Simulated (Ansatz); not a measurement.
The same substitution along the group F, Cl, Br.

Gas-phase electronic energies from Ansatz, PBE0-D4/def2-TZVP geometries. CBS: MP2 limit from def2 TZ/QZ plus the TZ coupled-cluster correction, frozen cores. This one scheme is used for every species. Functionals use def2-TZVPP. B3LYP here is the variant with VWN-RPA as its local correlation; programs differ in this. For Br outer-core shells are correlated without core-valence functions, which leaves a few kJ/mol of doubt a bond. Scalar relativity is left out up to krypton. One conformer a species, not always the lowest.

```tsv
reaction	B3LYP-D4 (eV)	PBE-D4 (eV)	CCSD(T)/def2-SVP (eV)	CCSD(T)/CBS(def2) (eV)
`F[C]1=[CH][AlH]1` + `BS` → `BS[C]1=[CH][AlH]1` + H–F	-0.43	-0.44	-0.28	-0.58
`Cl[C]1=[CH][AlH]1` + `BS` → `BS[C]1=[CH][AlH]1` + HCl	-0.24	-0.22	-0.24	-0.27
`Br[C]1=[CH][AlH]1` + `BS` → `BS[C]1=[CH][AlH]1` + HBr	-0.16	-0.16	-0.21	-0.18
```

Largest T1 diagnostic: 0.016, for `BS[C]1=[CH][AlH]1`.
